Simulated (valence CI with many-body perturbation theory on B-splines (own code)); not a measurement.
## Mo+: input, log and results

Computed by valence CI with perturbative core correlation (CI+MBPT): five valence electrons over a frozen Dirac-Fock core [Kr], radial functions for each j: 6 s, 6 p, 5 d, 5 f, 1 g, with the one-electron correlation potential Σ1 (screened to all orders), the two-electron term Σ2, the three-electron term Σ3, Breit, model QED; selected single and double excitations, second order for the rest, scaled by the run's own slope (own B-spline code, finite nucleus).

Command, and the settings that its task file holds:

```sh
python run_cv.py task.json out
```

```
atom Mo  Z=42  mass_number=98  rms_radius_fm=4.4091
core [Kr]
valence 4d5
avg = 1
basis = S
breit = 1
cap = 20000
capref = 1200
cscale = 1
de = 0.0
dress = 0
eps = 2e-08
extrap = 1
h = 0.27
hh = 1
l2 = 3
lcore = 6
maxit = 60
n2 = 5
natural = 1
nlev = 30
nno = [3, 3, 3, 3, 1]
nroot = 26
nsp = [3, 3, 2, 2, 0]
pt2 = 1
qed = 1
rpa = 1
s1 = 1
s2 = 1
s3 = 1
screen = 1
tol = 2e-05
whole = 1
```

It took 2.9 min on 1 thread of Arm Neoverse V1, on a shared host.

Log. The first blocks belong to the next ion, which gives the ionisation energy. Fields: 2J, parity (1 odd), roots, reference size, generating configurations, candidates as configurations/state functions, variational space P, stored matrix elements, Davidson steps; e2 is the range of second-order energies in hartree. The first line gives the box (bohr), its intervals, the orbitals and the steps of their self-consistent field. Window is the range of levels sought, series limit the energy at which the first omitted orbital would enter, core excitation an estimate of the first excitation out of the core, left out the lowest levels not solved, and shifts from estimates the range by which levels moved from their first estimate, all in cm⁻¹.

```
rmax 28.0 intervals 66 orbitals 40 references ['4d5', '4d4 5s', '4d3 5s2', '4d4 5p'] scf 10 t 1.9
2J=0 par=0 roots 2 ref 21 generators 10 cand 1070/1975 P 1087/1996 nnz 0 it 8
2J=0 par=0 roots 2 ref 21 generators 50 cand 3584/8473 P 4671/10469 nnz 7e+06 it 8
   second order: generators 104 cand 18630/38502 e2 -0.00010 -0.00003
2J=2 par=0 roots 2 ref 44 generators 13 cand 436/1944 P 456/1988 nnz 0 it 8
2J=2 par=0 roots 2 ref 44 generators 43 cand 1402/8002 P 1858/9990 nnz 1.1e+07 it 10
   second order: generators 118 cand 23179/125867 e2 -0.00055 -0.00024
2J=4 par=0 roots 2 ref 64 generators 11 cand 300/1863 P 323/1927 nnz 0 it 9
2J=4 par=0 roots 2 ref 64 generators 44 cand 1040/7912 P 1363/9839 nnz 1.3e+07 it 16
   second order: generators 118 cand 21981/174626 e2 -0.00089 -0.00045
reference levels 512, estimated 85, window 25304 1/cm; series limit 100300, core excitation 257257
2J=5 par=0 roots 10 ref 29 generators 28 cand 103/1385 P 345/3854 nnz 3.3e+06 it 13
2J=5 par=0 roots 10 ref 29 generators 139 cand 1334/16116 P 1679/19970 nnz 5.5e+07 it 22
   second order: generators 362 cand 76724/2087839 e2 -0.00431 -0.00139
2J=1 par=0 roots 5 ref 15 generators 26 cand 278/1465 P 724/3891 nnz 2.4e+06 it 8
2J=1 par=0 roots 5 ref 15 generators 121 cand 2271/15993 P 2995/19884 nnz 3.2e+07 it 12
   second order: generators 323 cand 73977/872948 e2 -0.00211 -0.00112
2J=3 par=0 roots 7 ref 24 generators 23 cand 137/1429 P 419/3850 nnz 2.8e+06 it 11
2J=3 par=0 roots 7 ref 24 generators 131 cand 1572/16132 P 1991/19982 nnz 4.7e+07 it 14
   second order: generators 372 cand 83202/1737646 e2 -0.00353 -0.00196
2J=7 par=0 roots 8 ref 23 generators 24 cand 103/1267 P 340/3747 nnz 2.8e+06 it 10
2J=7 par=0 roots 8 ref 23 generators 126 cand 1297/16207 P 1637/19954 nnz 5.6e+07 it 17
   second order: generators 347 cand 79330/2278670 e2 -0.00438 -0.00232
2J=9 par=0 roots 6 ref 17 generators 19 cand 104/1354 P 371/3744 nnz 2.7e+06 it 13
2J=9 par=0 roots 6 ref 17 generators 115 cand 1451/16214 P 1822/19958 nnz 5.3e+07 it 12
   second order: generators 344 cand 79697/2203738 e2 -0.00320 -0.00219
2J=11 par=0 roots 4 ref 8 generators 16 cand 157/1669 P 476/3996 nnz 3.3e+06 it 7
2J=11 par=0 roots 4 ref 8 generators 106 cand 1681/15848 P 2157/19844 nnz 4.8e+07 it 13
   second order: generators 306 cand 80208/1904947 e2 -0.00252 -0.00178
2J=13 par=0 roots 3 ref 3 generators 10 cand 204/1465 P 638/3946 nnz 2.8e+06 it 6
2J=13 par=0 roots 3 ref 3 generators 78 cand 2054/15971 P 2692/19917 nnz 3.7e+07 it 9
   second order: generators 243 cand 76218/1459315 e2 -0.00183 -0.00143
left out: unestimated 41514, estimated 28386, shifts from estimates -900 to 78
operators 3.9
```

The Davidson iterations converged.

Set against measurement, 9 paired levels are off by 788 cm⁻¹ on average, the worst by 1219. These come from a selection out of the NIST Handbook of Basic Atomic Spectroscopic Data. Levels without a partner in it may be off by more, other configurations by 1,000 to 4,000 cm⁻¹. Among the levels kept, up to 1000 cm⁻¹ of a level comes from second order outside the variational space, and about a tenth of that is noise between levels of different J, which matters for small intervals. Only levels of the ground parity were solved; by the run's estimate the other parity begins above the list, which can be wrong where configurations are misplaced.

- Valence energy: -7.565966 hartree
- Ionisation energy: 15.68 eV (NIST: 16.16 ± 0.12 eV (semi-empirical))
- Reference configurations for the orbitals: 4d5, 4d4 5s, 4d3 5s2, 4d4 5p
- Radial orbitals: 40
- Box radius: 28.01 bohr
- Largest variational space: 19982
- Lowest levels: 4d5 6S_5/2 0.0, 4d4.5s 6D_1/2 10600, 4d4.5s 6D_3/2 10845, 4d4.5s 6D_5/2 11227, 4d4.5s 6D_7/2 11696, 4d4.5s 6D_9/2 12242, 4d5 4G_5/2 15480, 4d5 4G_7/2 15602, 4d5 4G_9/2 15700, 4d5 4G_11/2 15731, 4d5 4P_3/2 [a] 15984, 4d5 4P_5/2 [a] 16058, 4d5 4P_1/2 [a] 16136, 4d5 4P_1/2 [b] 16896 cm⁻¹

Names give the largest LS component (configuration and term), which can be under half, so a name can repeat, a term be missing and a line seem to break the LS rules; names also repeat where a configuration has a term twice. Letters in brackets count levels of one name in rising energy.
